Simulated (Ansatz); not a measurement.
Consider the formal exchange of groups at a Ga–C bond: `O/[C]([GaH2])=N/[SiH3]` + `C/N=C/O` → `O/C=[N]/[GaH2]` + `C/C(O)=N\[SiH3]`.

Isolated molecules relaxed with PBE0-D4/def2-TZVP in Ansatz; ΔE leaves out vibrations. CBS: MP2 limit from def2 TZ/QZ plus the TZ coupled-cluster correction, frozen cores. Double bonds are as drawn, so ΔE can hold a change between cis and trans. For Ga outer-core shells are correlated without core-valence functions, which leaves a few kJ/mol of doubt a bond. Scalar relativity is left out up to krypton. Each species was taken in one conformer, which may not be the lowest.

`O/[C]([GaH2])=N/[SiH3]`:

Cartesian coordinates in Å:
```
O 1.800 1.567 -0.445
C 0.795 0.741 -0.137
Ga 0.381 -0.761 -1.428
N 0.134 0.916 0.942
Si -1.117 -0.231 1.183
H 1.862 2.222 0.271
H 1.193 -2.091 -1.292
H -0.567 -0.453 -2.634
H -0.921 -1.085 2.377
H -1.082 -1.186 -0.026
H -2.475 0.361 1.189
```

`C/N=C/O`:

```xyz
9

C    -1.072   -0.728   -0.250
N     0.205   -0.118   -0.511
C     0.719    0.589    0.388
O     1.902    1.199    0.243
H    -0.987   -1.814   -0.346
H    -1.475   -0.499    0.746
H    -1.797   -0.397   -0.999
H     0.284    0.794    1.371
H     2.221    0.974   -0.642
```

`O/C=[N]/[GaH2]`:

Z-matrix (Å, degrees):
```
C
N 1 1.243
O 1 1.348 2 124.3
H 1 1.095 2 126.9 3 180.0
Ga 2 1.814 1 149.1 3 179.8
H 3 0.968 1 106.6 2 0.0
H 5 1.560 2 116.6 1 -93.0
H 5 1.560 2 116.6 1 93.8
```

`C/C(O)=N\[SiH3]`:

```xyz
12

C    -1.078   -0.510   -1.037
C    -0.783    0.465    0.058
O    -1.851    1.252    0.286
N     0.268    0.616    0.734
Si    1.782   -0.188    0.713
H    -1.341    0.033   -1.947
H    -0.225   -1.155   -1.230
H    -1.944   -1.117   -0.763
H    -1.590    1.852    1.000
H     2.844    0.811    0.428
H     1.895   -1.284   -0.298
H     2.024   -0.775    2.056
```

| species | HF/CBS(def2) energy (Eh) |
| --- | --- |
| `O/[C]([GaH2])=N/[SiH3]` | -2382.99337 |
| `C/N=C/O` | -208.04178 |
| `O/C=[N]/[GaH2]` | -2092.87556 |
| `C/C(O)=N\[SiH3]` | -498.19892 |

(1) Work out ΔE.

Largest T1 diagnostic among the species: 0.016.

## Answers

(1) ΔE = (-2092.87556) + (-498.19892) − (-2382.99337) − (-208.04178) = -0.03933 Eh = -103.3 kJ/mol. CCSD(T)/CBS gives -80.6 kJ/mol.

In def2-TZVPP, CCSD(T) changes the Hartree–Fock value by +22.8 kJ/mol (the triples alone add +3.3 kJ/mol) and MP2 by +16.7 kJ/mol. From PBE to PBE0 (25 % exact exchange), in def2-TZVPP and without D4, ΔE moves by −3.1 kJ/mol.
